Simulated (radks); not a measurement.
All-electron atom: Ba10+ in [Ar] 3d10 4s1 4p6 4d10 5s1 (not the ground configuration). All-electron calculation, non-relativistic Kohn-Sham, PBE, spin-polarised, spherical densities, point nucleus; open shells are filled with parallel spins first (spin-orbit coupling, left out, can overturn this in heavy ions); relativity is left out, which matters for an element this heavy. Program: a radial shooting solver on a logarithmic mesh with Libxc functionals.

Radial electron density D(r) = 4 pi r^2 rho(r):

```
   r/bohr * D(r) (the largest magnitude, 92.7, reaches the edge; | marks zero)
 0.001759 | *
 0.002309 |   *
  0.00303 |     *
 0.003977 |        *
 0.005179 |             *
 0.006798 |                   *
 0.008923 |                          *
  0.01171 |                                 *
  0.01525 |                                       *
  0.02002 |                                         *
  0.02628 |                                       *
  0.03449 |                                    *
  0.04491 |                                      *
  0.05895 |                                              *
  0.07737 |                                                      *
   0.1016 |                                                    *
   0.1322 |                                           *
   0.1736 |                                          *
   0.2278 |                                              *
   0.2991 |                                     *
   0.3894 |                    *
   0.5111 |               *
   0.6709 |                 *
   0.8806 |           *
    1.147 |   *
    1.505 |*
    1.976 *
    2.593 *
    3.377 *
```

D(r) has 4 maxima, at r = 0.0199, 0.0838, 0.228, 0.639 bohr, and minima at 0.0368, 0.154, 0.476 bohr, inside which lie 1.99, 11.39, 29.09 electrons.
